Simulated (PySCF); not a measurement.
BFH, SMILES [BH]F (connectivity only; charge and spin as stated), charge +1, multiplicity 1.

Coordinates come from a ωB97X-D3(BJ)/def2-TZVPD optimisation. The spin state was assumed, not searched. The isomer is the one that the SMILES or the coordinates give; other isomers of the formula were not compared.

Computed with PBE/def2-TZVPD (PySCF).

Isolated molecule, no solvent.

```
Quantity                                                         Value
------------------------------------------------  --------------------
total energy                                        -124.87119 hartree
point group                                                        C∞v
highest occupied level                                       -20.47 eV
lowest empty level                                           -10.65 eV
orbital gap                                                    9.82 eV
dipole moment about the centre of nuclear charge             0.704 e·Å
mean static polarisability                        10.4 bohr³ (1.54 Å³)
polarisability, principal values                  9.0, 9.0, 13.1 bohr³
```
